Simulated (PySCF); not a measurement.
# Spinor energies of Pt⁴⁷⁺ (platinum, charge +47)

Start: [Ar] 3d10 4s2 4p1; 4p3/2 filled at m_j = +3/2. Calculated with PySCF 2.14 in an uncontracted even-tempered set (16 s from 6.6 bohr⁻², ratio 2.8; 13 p from 8.5 bohr⁻², ratio 2.8; 8 d from 15 bohr⁻², ratio 2.8; 4 f from 36 bohr⁻², ratio 3): generalised Hartree-Fock with the X2C-1e Hamiltonian and a Gaussian nucleus; one run each with spin-orbit coupling (SO) screened by Boettger's factors, then bare. This is a chosen level, not necessarily the ground level.

| spinor shell | electrons | ε, screened SO (eV) | ε, bare SO (eV) | weight of nominal j (bare SO) | rms radius, bare SO (bohr) |
| --- | --- | --- | --- | --- | --- |
| 1s1/2 | 2 | -81270.2 | -81268.5 | 1.000 | 0.0194 |
| 2s1/2 | 2 | -16415.4 | -16414.9 | 1.000 | 0.0780 |
| 2p1/2 | 2 | -15818.2 | -15858.2 | 1.000 | 0.0660 |
| 2p3/2 | 4 | -14078.5 | -14066.1 | 1.000 | 0.0740 |
| 3s1/2 | 2 | -5652.5 | -5652.4 | 1.000 | 0.197 |
| 3p1/2 | 2 | -5390.1 | -5399.3 | 1.000 | 0.188 |
| 3p3/2 | 4 | -4986.0 | -4983.2 | 1.000 | 0.203 |
| 3d3/2 | 4 | -4570.9 | -4579.0 | 1.000 | 0.176 |
| 3d5/2 | 6 | -4483.9 | -4478.9 | 1.000 | 0.181 |
| 4s1/2 | 2 | -2687.0 | -2686.9 | 1.000 | 0.411 |
| 4p3/2 | 1 | -2466.4 | -2465.4 | 1.000 | 0.415 |

| quantity | screened SO | bare SO |
| --- | --- | --- |
| E (hartree) | -16856.68643 | -16858.25595 |
| M_J | 3/2 | 3/2 |
| ⟨J²⟩ | 3.751 | 3.751 |
| ⟨L²⟩ | 2.074 | 2.079 |
| ⟨S²⟩ | 0.824 | 0.829 |

Each row is a mean over spinors that exchange with the open shell spreads, by up to 13.943 eV (4s1/2).

Breit and QED terms are absent; they matter most for the inner s and p1/2 levels.

Densities and radii are taken from the X2C orbitals without a picture-change correction, which distorts them close to the nucleus.
